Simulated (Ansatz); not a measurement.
A nudged elastic band was laid between two geometries of CH$_{5}$ClMgO (9 atoms, charge 0, multiplicity 1).

The calculation used Ansatz 0.2.0, UKS PBE-D4/def2-SVP.

| Quantity | Value |
| --- | --- |
| movable images | 9 |
| climbing image | yes |
| spring | 5.0 eV/Å² |
| optimiser | quadratic models (default) |
| start path | through a guess of the saddle point |
| force threshold | 0.05 eV/Å |
| iteration limit | 60 |
| end points | relaxed |

Initial state:

```xyz
9
Properties=species:S:1:pos:R:3
Mg -0.259 -0.402 -0.443
C 1.750 0.201 -0.384
Cl -2.103 -1.357 -1.423
H -1.843 0.850 1.606
O -1.596 0.043 1.119
H 2.445 -0.638 -0.603
H 2.030 0.601 0.615
H 1.971 0.998 -1.127
H -2.396 -0.297 0.641
```

Final state:

```xyz
9
Properties=species:S:1:pos:R:3
Mg -1.113 -0.592 -0.474
C 1.254 0.378 0.075
Cl -0.783 -1.700 -2.371
H 0.475 0.527 0.855
O -1.802 0.168 1.025
H 1.375 -0.684 -0.227
H 2.218 0.698 0.512
H 1.059 1.006 -0.818
H -2.684 0.199 1.422
```

**Question.** Which bonds break or form, and what moves?

**Answer.** Bonds broken: Mg1–C2, H4–O5. Bonds formed: C2–H4.

**Question.** What energy profile does the band end with?

**Answer.** It converged. The highest image is number 6 of 0 to 10, 41.7 kJ/mol above the first end and 94.0 kJ/mol above the last; the last end lies 52.4 kJ/mol below the first. A vibrational analysis at the climbing image gives 2 clearly imaginary modes (859i, 151i cm⁻¹): a point of higher order, so a lower path passes nearby. The orbitals were unrestricted but ended closed-shell.

```csv
image,path coordinate (Å),energy (kJ/mol),Mg1–C2 (Å),H4–O5 (Å),C2–H4 (Å)
0,0.00,0.0,2.10,0.97,4.16
1,0.63,1.0,2.10,0.97,3.96
2,1.25,3.8,2.10,0.97,3.53
3,1.88,7.5,2.11,0.98,3.06
4,2.51,13.9,2.12,0.98,2.57
5,3.13,23.7,2.15,1.00,2.09
6,3.76,41.7,2.24,1.16,1.55
7,4.32,-13.5,2.48,1.65,1.17
8,4.87,-42.2,2.71,1.93,1.12
9,5.42,-51.0,2.67,2.15,1.12
10,5.98,-52.4,2.62,2.31,1.11
```

**Question.** What is the geometry of the highest image?

**Answer.** 
```xyz
9
Properties=species:S:1:pos:R:3
Mg -0.793 -0.631 -0.763
C 1.107 0.292 -0.028
Cl -1.551 -1.769 -2.515
H -0.205 0.355 0.789
O -1.326 0.107 0.952
H 1.779 -0.595 -0.061
H 1.481 0.891 0.831
H 1.338 0.917 -0.920
H -1.830 0.434 1.715
```

The run took 4.6 min on 2 threads of Intel(R) Xeon(R) CPU @ 2.60GHz (Ice Lake) (shared host), peak memory 0.17 GiB.
